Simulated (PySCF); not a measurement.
## Two-photon absorption: `[C@H]([SiH2]C)(C)OC=O`, C₄H₁₀O₂Si

Molfile (atoms numbered from 1):
```
C4H10O2Si
     RDKit          3D

 17 16  0  0  0  0  0  0  0  0999 V2000
    1.9440   -1.1118   -0.7216 C   0  0  0  0  0  0  0  0  0  0  0  0
    0.7058    0.3147   -0.8820 Si  0  0  0  0  0  4  0  0  0  0  0  0
   -0.2427    0.6536    0.7676 C   0  0  1  0  0  0  0  0  0  0  0  0
   -1.3728    1.6506    0.5536 C   0  0  0  0  0  0  0  0  0  0  0  0
   -0.7971   -0.5225    1.4033 O   0  0  0  0  0  0  0  0  0  0  0  0
   -1.1392   -1.5019    0.6243 C   0  0  0  0  0  0  0  0  0  0  0  0
   -0.9685   -1.5659   -0.5649 O   0  0  0  0  0  0  0  0  0  0  0  0
    2.4010   -1.1407    0.2645 H   0  0  0  0  0  0  0  0  0  0  0  0
    1.4794   -2.0742   -0.9053 H   0  0  0  0  0  0  0  0  0  0  0  0
    2.7397   -0.9878   -1.4484 H   0  0  0  0  0  0  0  0  0  0  0  0
    1.5191    1.5527   -0.9565 H   0  0  0  0  0  0  0  0  0  0  0  0
   -0.1502    0.3130   -2.0614 H   0  0  0  0  0  0  0  0  0  0  0  0
    0.4414    1.0474    1.5241 H   0  0  0  0  0  0  0  0  0  0  0  0
   -1.8966    1.8546    1.4866 H   0  0  0  0  0  0  0  0  0  0  0  0
   -0.9650    2.5791    0.1659 H   0  0  0  0  0  0  0  0  0  0  0  0
   -2.0856    1.2573   -0.1678 H   0  0  0  0  0  0  0  0  0  0  0  0
   -1.6198   -2.3059    1.2069 H   0  0  0  0  0  0  0  0  0  0  0  0
  1  2  1  0
  2  3  1  0
  3  4  1  0
  3  5  1  0
  5  6  1  0
  6  7  2  0
  1  8  1  0
  1  9  1  0
  1 10  1  0
  2 11  1  0
  2 12  1  0
  3 13  1  1
  4 14  1  0
  4 15  1  0
  4 16  1  0
  6 17  1  0
M  END
```

Theory: TDDFT PBE0/def2-SVPD excited states, vertical, gas phase (PySCF 2.14.0). Geometry: GFN2-xTB.

(1) Give the one- and two-photon strengths of the lowest singlets.

Results:

(1) δ for parallel linear polarisation; σ at the peak of a Lorentzian of half width 0.1 eV, single beam; Ω is circular over linear.
```tsv
state	E (eV)	f	photon λ (nm)	δ (au)	σ (GM)	Ω	main
S1	5.93	0.002	418	2.55	0.03	0.85	HOMO→LUMO 0.68, HOMO−1→LUMO 0.15
S2	6.73	0.007	368	9.26	0.15	1.10	HOMO−1→LUMO 0.68, HOMO→LUMO 0.23
S3	7.55	0.014	329	7.62	0.16	1.44	HOMO−2→LUMO 0.76, HOMO−1→LUMO 0.09
S4	7.62	0.002	325	29.2	0.62	0.85	HOMO→LUMO+1 0.47, HOMO−3→LUMO 0.24
S5	7.65	0.017	324	28.6	0.61	0.55	HOMO→LUMO+2 0.56, HOMO→LUMO+1 0.34
```
